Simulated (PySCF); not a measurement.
## Ionising IF

RHF-MP2; PySCF, scalar-relativistic core potentials, basis sets I aug-cc-pVDZ-PP with ECP28, F aug-cc-pVDZ. Neutral (RHF): singlet (closed shell), Re = 1.949 Å, ωe = 623 cm⁻¹, De = 2.96 eV.

IF⁻ (UHF): doublet (σ ↑), Re = 2.342 Å, ωe = 304 cm⁻¹, De = 1.54 eV to I + F⁻. The energies at the minima are -394.39991 hartree for IF and -394.47778 for IF⁻.

Q: Work out the adiabatic electron affinity, without and with harmonic zero-point energies (1 hartree = 27.2114 eV, 1 eV = 8065.5 cm⁻¹), and the change of the bond length.

A: At MP2: 0.07787 hartree = 2.119 eV between the minima; the zero-point term (623.0 − 304.0)/2 cm⁻¹ = +0.020 eV makes it 2.139 eV. Re changes by +39.3 pm against the neutral. The electron enters a σ orbital, and the ion is left as a loose complex of an ion and an atom.

Correlated steps freeze 5 core orbitals. Correlated levels converge slowly with the basis: in double zeta they bind strong bonds too weakly, by up to about 1 eV, and carry superposition errors of some tenths. These are scalar-relativistic numbers at best; spin–orbit coupling would shift them, the dissociation energy most. For an ion De counts to the pair picked by the measured ionisation energies or electron affinities, which need not be the lowest pair at this level. Where the molecule has an RHF reference, its open-shell atoms are computed with UHF. States were picked by a PBE0 search and need not be the measured ground states.

Neutral and ion stand on different kinds of reference determinant, which adds to the error of the difference.
